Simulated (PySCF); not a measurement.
# Arsenic: a sound run and one with changed settings

Sound run: As⁺ [Ar] 3d10 4s2 4p2, As²⁺ [Ar] 3d10 4s2 4p1. All numbers are calculated (PySCF 2.14, the spin-free X2C one-electron Hamiltonian (Gaussian nucleus), in aug-cc-pVDZ-DK (6s5p3d, 36 functions)). In the sound run the correlated levels freeze [Ar] 3d10. The sound run starts from symmetry-adapted Hartree-Fock orbitals and uses a fine grid where one is needed.

Changed run: initial guess 1e, at most 50 SCF cycles.

```tsv
species	method	sound run (hartree)	changed run (hartree)	converged
As⁺	UHF	-2258.57112	-2258.57112	yes
As⁺	MN15	-2261.71923	-2261.71923	yes
As⁺	CCSD(T)	-2258.63096	-2258.63096	yes
As²⁺	M06-2X	-2259.67294	-2259.67294	yes
As²⁺	MP2	-2257.94357	-2257.94357	yes
```

Here the plain start reaches the same solutions.
